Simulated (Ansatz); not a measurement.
Calculated with Ansatz (gas phase, PBE0-D4/def2-TZVP geometries, no zero-point term in ΔE). CBS: MP2 limit from def2 TZ/QZ plus the TZ coupled-cluster correction, frozen cores. Functionals use def2-TZVPP. For Se outer-core shells are correlated without core-valence functions, which leaves a few kJ/mol of doubt a bond. Scalar relativity is left out up to krypton. One conformer a species, not always the lowest.

`[SeH][SiH]1[NH][AlH]1` + `[BH2][AlH][OH]` → `[OH][AlH][BH][SeH]` + `[NH]1[AlH][SiH2]1`  (formal exchange of groups at the Se–Si bond)

| level | ΔE (kcal/mol) |
| --- | --- |
| r2SCANh-D4 | -9.3 |
| HF/def2-SVP | -6.3 |

Task: What does CCSD(T)/CBS give? (Estimate.)

Result: Computed: -8.7 kcal/mol. The listed levels differ from it by -0.6, 2.4 kcal/mol.

Largest T1 diagnostic among the species: 0.015.

Leaving LDA and LC-ωPBE aside and taking each functional with its dispersion term where it has one, the values, not all of them listed here, spread over 3.5 kcal/mol, from PBE-D4 to BHLYP-D4. LDA lies −2.9 kcal/mol from PBE without D4. From PBE to PBE0 (25 % exact exchange), in def2-TZVPP and without D4, ΔE moves by +1.4 kcal/mol. At CCSD(T), def2-SVP lies −3.6 kcal/mol from the extrapolated value and def2-TZVPP −1.0 kcal/mol.
